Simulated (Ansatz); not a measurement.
Species: C3H3F2, charge 0, multiplicity 2. It need not be the lowest isomer of its formula. 
Geometry from a B3LYP-D3(BJ)/def2-TZVP (Ansatz, a program for electronic structure) optimisation:
SMILES: C=C[C](F)F
```xyz
8

C      1.9151    -0.5032    -0.2980
C      0.8455    -0.2162     0.5289
C     -0.4094     0.1079     0.1011
F     -1.4231     0.3801     0.9059
F     -0.7732     0.1915    -1.1665
H      1.8173    -0.4874    -1.3737
H      2.8773    -0.7509     0.1224
H      0.9644    -0.2375     1.6049
```
Charge 0, spin multiplicity 2.

Basis-set convergence of Hartree-Fock and MP2 correlation energies (hartree) with Ansatz. Valence correlation only, unless marked. Open shells are spin-unrestricted. Spin-orbit coupling is left out. Non-relativistic.

The UHF reference is spin-contaminated (<S^2> 0.19 over the pure value in the largest basis). 

| basis | functions | E(HF) | E(corr, MP2) |
|---|---|---|---|
| cc-pVDZ | 85 | -314.19005 | -0.72767 |
| cc-pVTZ | 192 | -314.29052 | -0.93835 |
| cc-pVQZ | 365 | -314.31424 | -1.01474 |

Extrapolating the two largest sets (X = 3 and 4) as X^-3: E(corr) = (64·(-1.01474) - 27·(-0.93835))/37 = -1.0705 Eh, an estimate of the basis-set limit. The largest set recovers 94.8 % of it, the smallest 68.0 %.
